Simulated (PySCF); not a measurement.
# `C[C@H]1[C@H](S)[C@]12C[C@@H]2F`, C6H9FS

Molfile (atoms numbered from 1):
```
C6H9FS
     RDKit          3D

 17 18  0  0  0  0  0  0  0  0999 V2000
   -1.3864   -1.2632    1.1132 C   0  0  0  0  0  0  0  0  0  0  0  0
   -0.8422   -0.3737    0.0246 C   0  0  1  0  0  0  0  0  0  0  0  0
   -0.6019    1.0965    0.3005 C   0  0  2  0  0  0  0  0  0  0  0  0
   -0.9338    2.3145   -0.9892 S   0  0  0  0  0  0  0  0  0  0  0  0
    0.5355    0.1672    0.1099 C   0  0  2  0  0  0  0  0  0  0  0  0
    1.7947    0.1098   -0.6761 C   0  0  0  0  0  0  0  0  0  0  0  0
    1.7996   -0.1281    0.8112 C   0  0  2  0  0  0  0  0  0  0  0  0
    2.0185   -1.4002    1.2583 F   0  0  0  0  0  0  0  0  0  0  0  0
   -1.0751   -2.2913    0.9410 H   0  0  0  0  0  0  0  0  0  0  0  0
   -1.0118   -0.9513    2.0850 H   0  0  0  0  0  0  0  0  0  0  0  0
   -2.4741   -1.2289    1.1275 H   0  0  0  0  0  0  0  0  0  0  0  0
   -1.1985   -0.6149   -0.9716 H   0  0  0  0  0  0  0  0  0  0  0  0
   -0.7936    1.4843    1.2934 H   0  0  0  0  0  0  0  0  0  0  0  0
   -2.2618    2.2301   -0.9166 H   0  0  0  0  0  0  0  0  0  0  0  0
    1.9460   -0.7492   -1.3132 H   0  0  0  0  0  0  0  0  0  0  0  0
    2.2272    1.0261   -1.0503 H   0  0  0  0  0  0  0  0  0  0  0  0
    2.2506    0.5843    1.4921 H   0  0  0  0  0  0  0  0  0  0  0  0
  1  2  1  0
  2  3  1  0
  3  4  1  0
  3  5  1  0
  5  6  1  6
  6  7  1  0
  7  8  1  0
  5  2  1  0
  7  5  1  0
  1  9  1  0
  1 10  1  0
  1 11  1  0
  2 12  1  6
  3 13  1  1
  4 14  1  0
  6 15  1  0
  6 16  1  0
  7 17  1  1
M  END
```

Method: TDDFT B3LYP/def2-SVPD circular dichroism and optical rotation, one conformer, gas phase in PySCF 2.14.0. Geometry: GFN2-xTB.

The molecule is flexible and this is one conformer; a measurement averages over conformers. States above about 6.7 eV (minus the energy of the highest occupied orbital) lie near or above the ionisation threshold and depend on the basis.

Question: Assign R or S to each stereocentre.

Answer: C2 R, C3 S, C5 R, C7 S.

Question: Which excitations and rotatory strengths does the calculation give?

Answer: Rotatory strengths R in 10⁻⁴⁰ esu² cm², velocity form and length form (origin at the centre of mass); f in length form.
```csv
state,E (eV),λ (nm),f,R (velocity),R (length),main
1,5.45,228,0.004,-4.6,-4.8,HOMO→LUMO 0.88
2,5.94,209,0.024,-3.1,-3.1,HOMO→LUMO+1 0.91
3,6.55,189,0.011,+3.3,+2.9,HOMO→LUMO+2 0.94
4,6.70,185,0.005,-10.5,-9.7,HOMO→LUMO+3 0.91
5,6.78,183,0.003,-0.2,-0.5,"HOMO→LUMO+4 0.80, HOMO−1→LUMO 0.10"
6,6.95,178,0.004,+9.9,+10.5,"HOMO→LUMO+5 0.51, HOMO−1→LUMO 0.38"
7,7.03,176,0.026,+31.8,+31.9,"HOMO−1→LUMO 0.46, HOMO→LUMO+5 0.43"
8,7.34,169,0.007,-0.7,-0.3,HOMO−1→LUMO+1 0.86
```

Among the states computed, the strongest CD band (largest |R|) is state 7. The largest dissymmetry factor in size, g = 4R/(D+G), with D and G the electric and magnetic dipole strengths, is +0.03 for state 6 (velocity form, f = 0.003), among bands with |R| over 0.5. The mirror image has the same energies and oscillator strengths and all R with the opposite sign.
